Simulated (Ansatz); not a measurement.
`Sc1ccc(-c2ccc(-c3ccc(S)s3)s2)s1`, relaxed as a singlet with RKS PBE-D4/def2-SVP in Ansatz, starting from the GFN2-xTB geometry. Force threshold 0.03 eV/Å.

Start:

```xyz
25

S    -3.026    5.167   -3.184
C    -2.323    3.656   -2.643
C    -2.279    2.462   -3.304
C    -1.633    1.460   -2.563
C    -1.185    1.885   -1.339
C    -0.495    1.143   -0.340
C    -0.046    1.573    0.886
C     0.597    0.574    1.623
C     0.650   -0.637    0.974
C     1.222   -1.858    1.427
C     1.279   -3.071    0.789
C     1.921   -4.073    1.534
C     2.358   -3.627    2.747
S     3.200   -4.583    3.951
S     1.983   -1.951    2.996
S    -0.114   -0.539   -0.590
S    -1.568    3.572   -1.087
H    -3.433    4.689   -4.360
H    -2.693    2.312   -4.285
H    -1.499    0.452   -2.913
H    -0.184    2.582    1.232
H     1.013    0.724    2.603
H     0.867   -3.227   -0.192
H     2.060   -5.084    1.197
H     3.329   -3.602    4.841
```

Estimate the energy that the relaxation releases and the steps that it takes.

5.4 kcal/mol, in 4 steps; 21 s on 2 threads of AMD EPYC 7R13 on a shared host and a share (18 GiB) of an NVIDIA H100 80GB HBM3. No frequencies were taken in this run, so the end may be a saddle point.

Does the start keep its bonding and symmetry?

By distances, no bond broke or formed. The bond that changes most is S14–H25, from 1.33 to 1.36 Å (atoms count from 1). Point group Cs at the start, Cs at the end, both within 0.05 Å.

Predict the relaxed structure.


Cartesian coordinates in Å:
```
S -3.053 5.245 -3.196
C -2.360 3.701 -2.697
C -2.312 2.483 -3.363
C -1.657 1.471 -2.610
C -1.201 1.900 -1.366
C -0.502 1.168 -0.339
C -0.046 1.604 0.906
C 0.604 0.594 1.656
C 0.660 -0.638 1.003
C 1.236 -1.883 1.446
C 1.297 -3.117 0.801
C 1.949 -4.131 1.553
C 2.394 -3.680 2.789
S 3.243 -4.645 3.994
S 2.008 -1.995 3.023
S -0.111 -0.526 -0.568
S -1.594 3.598 -1.132
H -3.483 4.788 -4.405
H -2.736 2.328 -4.364
H -1.519 0.441 -2.966
H -0.185 2.635 1.259
H 1.027 0.753 2.658
H 0.875 -3.278 -0.201
H 2.089 -5.163 1.204
H 3.380 -3.650 4.914
```
Bond lengths: 11 × C–C 1.39 to 1.44 Å; 8 × C–S 1.74 to 1.76 Å; 6 × C–H 1.10 Å; 2 × H–S 1.36 Å.
